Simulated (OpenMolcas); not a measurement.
Au4+ (d7) among equal point charges was computed by CASSCF with the d shell active (OpenMolcas, ANO-RCC-VDZP on the metal). Its lowest spin-free states, and all those of the highest spin:

```csv
2S+1,Degeneracy,E (cm-1)
4,1,0.0
4,3,3082
4,3,5431
2,2,17668
2,3,18126
4,3,18322
2,1,18986
2,3,19673
2,3,22932
2,3,23196
2,2,24699
2,3,25180
```

Is the site octahedral, tetrahedral or cube-like, axial, or of lower symmetry?

The states with 2S+1 = 4 have orbital degeneracies 1, 3, 3, 3. Threefold states need a cubic site. For d7 at this spin an octahedron puts the threefold T1 below the threefold T2 and a tetrahedron or cube puts the single A2 below the threefold T2, so the site is a tetrahedron or a cube, which this pattern cannot tell apart. The first gap at this spin, 3080 cm-1, is |10Dq| in ligand-field theory. The run had Au4+ among 8 point charges of -0.65 e arranged as a cube (Oh), 1.9 Å from the ion.

Spin-orbit coupling mixes the spin-free states strongly: the lowest level takes only 41 % from its leading state, 4A2. Without dynamic correlation the repulsion within the d shell is too large (B by tens of per cent), so at a given field states of lower spin stand too high. This is an electrostatic model: the charges have no orbitals. No measured value stands beside these numbers.
